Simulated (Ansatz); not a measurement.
A nudged elastic band was laid between two geometries of C$_{3}$H$_{8}$OSi (13 atoms, charge 0, multiplicity 1).

Theory: RKS PBE/def2-SVP (Ansatz).

```
movable images  : 9
climbing image  : yes
spring          : 5.0 eV/Å²
optimiser       : quadratic models (default)
start path      : through a guess of the saddle point
force threshold : 0.05 eV/Å
iteration limit : 60
end points      : relaxed
```

First end point:

```xyz
13
Properties=species:S:1:pos:R:3
C -1.208 0.961 0.359
C -0.417 -0.014 -0.138
C -0.842 -0.919 -1.267
Si 1.298 -0.253 0.621
O 1.653 0.948 1.752
H -2.221 1.154 -0.042
H -0.875 1.600 1.195
H -0.832 -1.987 -0.958
H -1.864 -0.681 -1.628
H -0.146 -0.844 -2.131
H 2.316 -0.286 -0.498
H 1.378 -1.547 1.378
H 1.781 1.834 1.371
```

Last end point:

```xyz
13
Properties=species:S:1:pos:R:3
C -1.661 0.384 0.681
C -0.561 -0.013 0.004
C -0.602 -0.454 -1.438
Si 1.095 -0.032 0.894
O 2.172 0.835 -0.075
H -2.661 0.390 0.210
H -1.611 0.723 1.730
H -0.252 -1.504 -1.548
H -1.623 -0.385 -1.867
H 0.083 0.163 -2.057
H 1.602 -1.447 1.068
H 0.927 0.579 2.264
H 3.112 0.727 0.148
```

Task: Which bonds break or form, and what moves?

Result: No bond is made or broken. The dihedral C1–C2–Si4–O5 goes from -6 to -128°.

Task: Give the energies along the band, and the barrier.

Result: It converged. The highest image is number 5 of 0 to 10, 2.0 kcal/mol above the first end and 1.7 kcal/mol above the last; the last end lies 0.3 kcal/mol above the first. A vibrational analysis at the climbing image gives one clearly imaginary mode, 68i cm⁻¹: a first-order saddle point.

```tsv
image	path coordinate (Å)	energy (kcal/mol)	dihedral C1–C2–Si4–O5 (°)
0	0.00	0.0	-6
1	0.54	0.2	-18
2	1.07	0.7	-30
3	1.61	1.3	-41
4	2.14	1.8	-53
5	2.68	2.0	-65
6	3.31	1.8	-79
7	3.94	1.4	-92
8	4.57	1.1	-103
9	5.21	0.7	-111
10	5.84	0.3	-128
```

Task: What is the geometry of the highest image?

Result: 
```xyz
13
Properties=species:S:1:pos:R:3
C -1.420 0.663 0.615
C -0.464 -0.049 -0.026
C -0.689 -0.644 -1.396
Si 1.212 -0.285 0.831
O 2.055 1.163 1.039
H -2.411 0.849 0.161
H -1.257 1.092 1.619
H -0.564 -1.748 -1.383
H -1.704 -0.419 -1.785
H 0.052 -0.267 -2.134
H 2.006 -1.279 0.015
H 1.034 -0.799 2.228
H 2.171 1.688 0.228
```

Task: What are the harmonic wavenumbers there?

Result: 68i, 140, 169, 197, 258, 343, 423, 593, 604, 660, 718, 801, 881, 890, 909, 922, 934, 969, 1012, 1192, 1335, 1371, 1397, 1409, 1631, 2125, 2191, 2950, 3022, 3035, 3049, 3131, 3762 cm⁻¹.

Run time: 5.4 min on 2 threads of Arm Neoverse V1, with other jobs on the host, peak memory 0.15 GiB.
